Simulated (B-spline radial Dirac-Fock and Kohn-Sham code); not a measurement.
**Cu²³⁺: eigenvalues, ΔSCF and the reference**

System: Cu²³⁺, configuration [He] 2s2 2p2.

The density-functional columns are spherical, spin-unpolarised Dirac-Kohn-Sham results without Breit or QED terms: −ε is minus the orbital energy of the initial state and ΔSCF the difference of two total energies. The reference in the last column comes from Dirac-Fock energy differences between relaxed states, corrected for Breit and QED terms. All numbers are from a radial finite-basis atomic code, in eV; a selection of levels is shown. The Kohn-Sham columns are given as differences from the reference. For the 1s level of heavy atoms much of the gap between ΔSCF and the reference is the Breit and QED part, -15.3 eV here; for other levels the error of the functional can be larger.

```
level  LDA −ε − DF  LDA ΔSCF − DF  Dirac-Fock
   1s       -190.5          +22.0     10410.8
   2s        -48.7           +2.9      2255.3
   2p        -62.0           -1.7      2168.2
```

Values without a named source are computed, but for edge energies of neutral atoms, which are taken from tables.
